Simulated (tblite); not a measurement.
Compound: C5H7NO2Si.
Cartesian coordinates in Å at the GFN2-xTB level; atoms count from 1:
```
atom  x, y, z in Å
C1     3.165   -0.774    0.005
C2     1.840   -0.795    0.076
C3     1.007    0.369   -0.131
N4     1.456    1.570   -0.409
O5     0.399    2.395   -0.533
C6    -0.735    1.706   -0.328
C7    -0.427    0.402   -0.066
O8    -1.217   -0.641    0.196
Si9   -2.841   -0.767    0.307
H10    3.686    0.141   -0.216
H11    3.754   -1.660    0.164
H12    1.293   -1.702    0.296
H13   -1.663    2.235   -0.394
H14   -2.914   -2.185    0.612
H15   -3.466   -0.390   -0.961
H16   -3.345    0.104    1.370
```

Calculated harmonic vibrations of the isolated species, GFN2-xTB (tblite), most abundant isotopes, no scaling. The method is semi-empirical: single wavenumbers can be off by several per cent or more. Modes of hydrogen on silicon can be 10 to 20 % off. One conformer, not necessarily the lowest.

Harmonic wavenumbers (cm⁻¹): 50.1, 88.4, 96.0, 116.5, 168.6, 224.0, 301.6, 350.9, 518.5, 541.2, 590.4, 592.8, 603.0, 651.2, 724.2, 724.9, 742.5, 764.7, 798.3, 825.3, 868.7, 898.8, 928.5, 1014.5, 1015.3, 1039.7, 1123.1, 1188.6, 1223.7, 1278.8, 1354.3, 1390.9, 1512.5, 1606.0, 1675.2, 2248.6, 2274.5, 2366.5, 3070.9, 3113.9, 3150.2, 3182.8.

A = 2426, B = 928.6, C = 676.7 MHz; mass 141.025 u (most abundant isotopes); point group Cs, symmetry number 1.

Q: Zero-point energy?

A: Half the sum of the wavenumbers: 23500 cm⁻¹ = 281.11 kJ/mol.

Q: Give the ideal-gas entropy at 298.15 K and 1 bar in the rigid-rotor, harmonic-oscillator model (classical rotation).

A: Translation 170.58, rotation 124.41, vibration 114.76: S = 409.8 J/(mol K).

Q: And Cp and H(298.15 K) − H(0)?

A: Cp = 155.67 J/(mol K), of which vibrations give 122.41 (their classical limit is 42 R = 349.2); H(298.15 K) − H(0) = 27.98 kJ/mol without the zero-point energy, 18.07 from vibrations.

Q: What must be added to the electronic energy to get the Gibbs energy at 298.15 K and 1 bar?

A: ZPE + [H(298.15 K) − H(0)] − T·S = 281.11 + 27.98 − 122.17 = 186.92 kJ/mol.

Q: Blend soft modes into free rotors: weight 1/[1 + (100 cm⁻¹/ν̃)⁴] for the oscillator and the rest for a rotor with moment μB/(μ + B), μ = h/(8π²ν), B = 10⁻⁴⁴ kg m². What vibrational entropy results?

A: 105.79 J/(mol K) in place of 114.76, which changes −T·S at 298.15 K by +2.67 kJ/mol.

Hindered rotation and anharmonicity are outside this model. Other conformers, if any are populated, would add a mixing term that is left out.

The run took 0.98 s of wall time on Arm Neoverse N1, one thread, shared host with 64 logical CPUs at a one-minute load of 59. The figure is for the frequency step alone.
